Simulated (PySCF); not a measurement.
```xyz
29

C      1.4337     0.4348    -2.4788
C      0.7776     1.1522    -1.2912
Si     0.0000     0.0000     0.0000
C     -1.2649    -1.1395    -0.8374
C     -2.3704    -0.4104    -1.6132
C      1.3592    -1.0525     0.8027
C      0.8777    -1.9629     1.9406
C     -0.8720     1.0398     1.3259
C      0.0589     1.9384     2.1514
H      1.8759     1.1431    -3.1989
H      2.2405    -0.2403    -2.1492
H      0.7049    -0.1800    -3.0322
H     -0.0067     1.8420    -1.6519
H      1.5192     1.7913    -0.7793
H     -0.7173    -1.8232    -1.5111
H     -1.7116    -1.7863    -0.0611
H     -1.9532     0.2125    -2.4214
H     -2.9517     0.2589    -0.9578
H     -3.0835    -1.1116    -2.0772
H      1.8378    -1.6573     0.0117
H      2.1479    -0.3715     1.1705
H      1.6995    -2.5580     2.3721
H      0.4311    -1.3800     2.7629
H      0.1088    -2.6728     1.5941
H     -1.6454     1.6523     0.8287
H     -1.4240     0.3526     1.9924
H      0.8172     1.3474     2.6908
H     -0.4918     2.5265     2.9040
H      0.6024     2.6542     1.5130
```

Charge 0, multiplicity 1.

Task: Give the Mulliken and meta-Löwdin atomic charges from PySCF with PBE-D3(BJ)/def2-TZVP // B3LYP-D3(BJ)/def2-SVP.

Result: 
```tsv
atom	Mulliken (e)	meta-Löwdin (e)
C1	-0.37	-0.33
C2	-0.26	-0.44
Si3	0.23	0.88
C4	-0.26	-0.44
C5	-0.37	-0.33
C6	-0.26	-0.44
C7	-0.37	-0.33
C8	-0.26	-0.44
C9	-0.37	-0.33
H10	0.12	0.11
H11	0.12	0.11
H12	0.12	0.11
H13	0.11	0.11
H14	0.10	0.11
H15	0.11	0.11
H16	0.10	0.11
H17	0.12	0.11
H18	0.12	0.11
H19	0.12	0.11
H20	0.11	0.11
H21	0.11	0.11
H22	0.12	0.11
H23	0.12	0.11
H24	0.12	0.11
H25	0.10	0.11
H26	0.11	0.11
H27	0.12	0.11
H28	0.12	0.11
H29	0.12	0.11
```
